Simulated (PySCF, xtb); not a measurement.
BFH, SMILES [BH]F (connectivity only; charge and spin as stated), charge +1, multiplicity 1.

GFN2-xTB (xtb 6.7.1) at its own geometry gives an orbital gap of 5.87 eV.

Coordinates come from a ωB97X-D3(BJ)/def2-TZVPD optimisation. The spin state was assumed, not searched. The isomer is the one that the SMILES or the coordinates give; other isomers of the formula were not compared.

### Question
What does HF/def2-TZVPD in PySCF give? (Estimate from the structure and the level; the computed values follow.)

### Answer
gap 21.13 eV (levels -26.52 and -5.39 eV).
